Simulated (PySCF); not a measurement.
Br$_{3}$Sn (SMILES [Br][Sn]([Br])[Br]), doublet, at a GFN2-xTB geometry (such geometries of metal compounds can be far from the true shape) (the spin is typed, not shown lowest) (all electrons, no relativity). Base run: HF/3-21G in PySCF.

Geometry (Å):
```xyz
4

Sn    -0.3056     0.2708     0.5571
Br    -1.6968    -1.6447    -0.5391
Br     0.1009     2.0207    -1.3346
Br     2.0324    -0.7629     1.0780
```
Charge 0, spin multiplicity 2.
Orbitals are unrestricted.
All else is at PySCF's defaults.
Base energy -13676.55441 Eh.

Each row names what was changed in the base input (with any setting that the change needs).

```csv
change,ΔE vs base (µEh),SCF cycles,<S^2>,outcome
base,0.0,12,0.768,converged
DIIS = ADIIS,0.0,22,0.768,converged
conv_tol = 1e-6,0.0,9,0.768,converged
conv_tol = 1e-12,-,50,-,not converged
damp = 0.5; diis_start_cycle = 5,0.0,14,0.768,converged
diis = off (with mf.max_cycle = 100),0.0,23,0.768,converged
diis = off; damp = 0.6 (with mf.diis_start_cycle = 200; with mf.max_cycle = 150),0.0,54,0.768,converged
init_guess = huckel,0.0,10,0.768,converged
init_guess = mod_huckel,0.0,10,0.768,converged
diis = off; damp = 0.3 (with mf.diis_start_cycle = 200; with mf.max_cycle = 150),0.0,32,0.768,converged
init_guess = sap,0.0,11,0.768,converged
conv_tol = 1e-7,0.0,9,0.768,converged
conv_tol_grad = 1e-3,0.0,12,0.768,converged
```

Open shells are given as the SCF converged; they aren't shown to be the lowest states, and a large step between rows can be another state.
